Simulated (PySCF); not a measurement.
CH3Cl3SSi. Atoms are numbered in the order given.

```xyz
9

C      0.0059     2.7277     0.0000
S     -1.2847     1.4130     0.0000
Si    -0.0246    -0.2848     0.0000
Cl     1.2092    -0.3225     1.6547
Cl    -1.2336    -1.9423     0.0000
Cl     1.2092    -0.3225    -1.6547
H     -0.5341     3.6833     0.0000
H      0.6288     2.6570    -0.9015
H      0.6288     2.6570     0.9015
```
Charge 0, spin multiplicity 1.

Geometry: B3LYP-D3(BJ)/def2-SVP. This is a generated structure with no PubChem entry under its InChIKey; it may be hypothetical. Other conformers were not sampled.

Vertical ionisation energy (IE) and electron affinity (EA) in eV. Rows of orbital energies are one-electron estimates. Where ΔSCF, EOM or ADC give a negative EA the extra electron is unbound and the value depends on the basis.

```json
[
 {"level": "−ε(HOMO), −ε(LUMO), PBE0/def2-TZVP (PySCF)", "IE": "7.65", "EA": "0.72"},
 {"level": "−ε(HOMO), −ε(LUMO), PBE/def2-TZVP (PySCF)", "IE": "6.40", "EA": "1.68"}
]
```
